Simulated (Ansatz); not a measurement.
C2H10AlNSi, relaxed with RKS PBE-D4/def2-SVP in Ansatz 0.2.0 from a rough embedded geometry. The force threshold is 0.03 eV/Å; the program also tests the step.

Total charge 0; spin multiplicity 1. The bonds changed during the relaxation, so this is another structure than the one it started from.

Start:

```xyz
15

C     2.275   -0.070   -0.328
Al    0.360   -0.211   -0.015
Si   -0.990   -1.299   -1.573
C    -0.517    0.525    1.619
N    -1.496    1.560    1.355
H     2.570    1.064   -0.413
H     2.546   -0.519   -1.331
H     2.841   -0.517    0.441
H    -2.017   -0.431   -2.099
H    -0.170   -1.806   -2.717
H    -1.628   -2.492   -0.939
H     0.343    1.010    2.233
H    -0.872   -0.220    2.229
H    -2.194    1.101    0.755
H    -1.051    2.304    0.784
```

| step | energy (eV) | largest force (eV/Å) | largest move (Å) |
| --- | --- | --- | --- |
| 1 | -18180.5078 | 4.091 | 0.000 |
| 2 | -18181.0357 | 1.156 | 0.181 |
| 3 | -18181.0909 | 0.140 | 0.082 |
| 4 | -18181.1034 | 0.227 | 0.083 |
| 5 | -18181.1224 | 0.389 | 0.195 |
| 6 | -18181.1403 | 0.544 | 0.195 |
| 7 | -18181.1680 | 0.633 | 0.195 |
| 8 | -18181.2037 | 0.377 | 0.160 |
| 9 | -18181.2340 | 0.499 | 0.194 |
| 10 | -18181.2677 | 0.654 | 0.095 |
| 11 | -18181.3509 | 1.482 | 0.195 |
| 13 | -18181.6531 | 0.474 | 0.200 |
| 15 | -18181.6850 | 0.139 | 0.077 |
| 17 (rejected) | -18181.6803 | 0.546 | 0.195 |
| 19 | -18181.6989 | 0.168 | 0.098 |
| 21 | -18181.7037 | 0.054 | 0.073 |
| 23 | -18181.7065 | 0.108 | 0.024 |
| 25 | -18181.7094 | 0.023 | 0.081 |
| 27 | -18181.7101 | 0.033 | 0.064 |
| 29 | -18181.7105 | 0.020 | 0.047 |
| 30 | -18181.7105 | 0.023 | 0.049 |

End:

```xyz
15

C     2.244    0.100   -0.216
Al    0.323   -0.255    0.069
Si   -1.122   -1.562   -1.428
C    -0.577    0.447    1.687
N    -0.737    1.438    0.537
H     2.633    0.881    0.471
H     2.454    0.427   -1.256
H     2.850   -0.815   -0.041
H    -2.573   -1.152   -1.251
H    -0.825   -1.384   -2.903
H    -1.084   -3.055   -1.177
H     0.013    0.900    2.506
H    -1.556    0.106    2.068
H    -1.707    1.556    0.223
H    -0.338    2.368    0.711
```

It took 22 s on 4 threads of an AMD EPYC 9R45 on a shared host, with 0.2 GiB of host memory at the peak.
